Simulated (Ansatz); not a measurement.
Consider the cleavage of the Si–In bond: `[CH3][In]([SH])[SiH2]O` + `[SiH3]S` → `O[SiH2]S[SiH3]` + `[CH3][InH][SH]`.

Isolated molecules relaxed with PBE0-D4/def2-TZVP in Ansatz; ΔE leaves out vibrations. CBS: MP2 limit from def2 TZ/QZ plus the TZ coupled-cluster correction, frozen cores. Functionals use def2-TZVPP. B3LYP here is the variant with VWN-RPA as its local correlation; programs differ in this. Elements past krypton have def2 core potentials. For In outer-core shells are correlated without core-valence functions, which leaves a few kJ/mol of doubt a bond. Each species was taken in one conformer, which may not be the lowest.

(1) Is it downhill or uphill in electronic energy at CCSD(T)/CBS, and by how much? (Best estimate.)

(2) What do these levels give: PBE0-D4, B2PLYP, B3LYP, SCS-MP2/def2-TZVPP, MP2/def2-QZVPP, SCS-MP2/def2-QZVPP? (Best estimate.)

Largest T1 diagnostic among the species: 0.013.

## Answers

(1) The calculation gave: Downhill: ΔE = -0.55 eV.

(2) Ansatz gave: PBE0-D4 -0.53, B2PLYP -0.53, B3LYP -0.48, SCS-MP2/def2-TZVPP -0.58, MP2/def2-QZVPP -0.60, SCS-MP2/def2-QZVPP -0.59 eV.

The D4 term adds −0.05 eV with B3LYP and −0.02 eV with PBE0; it sums over pairs of atoms, weighted by their polarisabilities, and B3LYP, whose exchange is more repulsive, gets the larger term. From PBE to PBE0 (25 % exact exchange), in def2-TZVPP and without D4, ΔE moves by −0.06 eV.
